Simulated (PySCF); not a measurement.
# Mayer bond orders and bond lengths

C₄H₅ClF₄O₂S.
Atom-mapped SMILES: `[CH3:1][C@@H:2]([C@H:3]([F:4])[C:5]([F:6])([F:7])[F:8])[S:9](=[O:10])(=[O:11])[Cl:12]` (hydrogens: H13, H14, H15 on C1; H16 on C2; H17 on C3)

Geometry (GFN2-xTB, Å), atoms numbered from 1 in this order:
```xyz
17
C4H5ClF4O2S angstrom
C     -1.258    1.042   -1.062
C     -0.442   -0.089   -0.479
C      1.011    0.323   -0.295
F      1.549    0.661   -1.511
C      1.893   -0.790    0.301
F      3.175   -0.602   -0.013
F      1.553   -2.000   -0.147
F      1.818   -0.805    1.631
S     -1.043   -0.433    1.218
O     -0.724   -1.756    1.622
O     -0.686    0.677    2.037
Cl    -3.048   -0.384    0.994
H     -0.780    1.422   -1.965
H     -2.260    0.706   -1.314
H     -1.328    1.851   -0.338
H     -0.522   -1.018   -1.042
H      1.087    1.206    0.354
```

Bond orders from the PBE0/pcSseg-1 density (PySCF). Isolated species at its GFN2-xTB geometry (one conformer only).

(1) How far do the computed orders between heavy atoms stray from the drawn ones?

(2) Set the Mayer orders of the bonds beside their lengths.

Results:

(1) The largest departure is 0.254, at S9–O11 (drawn double, 1.746). Drawn single, order below 0.88: C2–S9 (0.812) and S9–Cl12 (0.863).

(2) 
| bond | drawn as | length (Å) | Mayer order |
| --- | --- | --- | --- |
| C1–C2 | single | 1.511 | 1.004 |
| C2–C3 | single | 1.521 | 0.936 |
| C3–F4 | single | 1.372 | 0.897 |
| C3–C5 | single | 1.540 | 0.953 |
| C5–F6 | single | 1.333 | 1.022 |
| C5–F7 | single | 1.334 | 0.996 |
| C5–F8 | single | 1.332 | 1.002 |
| C2–S9 | single | 1.833 | 0.812 |
| S9–O10 | double | 1.420 | 1.793 |
| S9–O11 | double | 1.425 | 1.746 |
| S9–Cl12 | single | 2.018 | 0.863 |
| C1–H13 | single | 1.089 | 0.943 |
| C1–H14 | single | 1.086 | 0.948 |
| C1–H15 | single | 1.089 | 0.950 |
| C2–H16 | single | 1.089 | 0.902 |
| C3–H17 | single | 1.099 | 0.919 |

By pair of heavy elements: C–C: lowest C2–C3 (0.936, 1.521 Å), highest C1–C2 (1.004, 1.511 Å). C–F: lowest C3–F4 (0.897, 1.372 Å), highest C5–F6 (1.022, 1.333 Å). O–S: lowest S9–O11 (1.746, 1.425 Å), highest S9–O10 (1.793, 1.420 Å).

Sum the orders of all bonds at each heavy atom with more than one neighbour and set the sums beside the valence in the SMILES.

C1 3.845 (drawn 4), C2 3.654 (drawn 4), C3 3.705 (drawn 4), C5 3.973 (drawn 4), S9 5.214 (drawn 6). Orders between atoms that aren't bonded are not in these sums.

For a closed shell the Mayer order of atoms A and B is Σ (PS)μν (PS)νμ over the basis functions μ on A and ν on B, with P the density and S the overlap matrix.
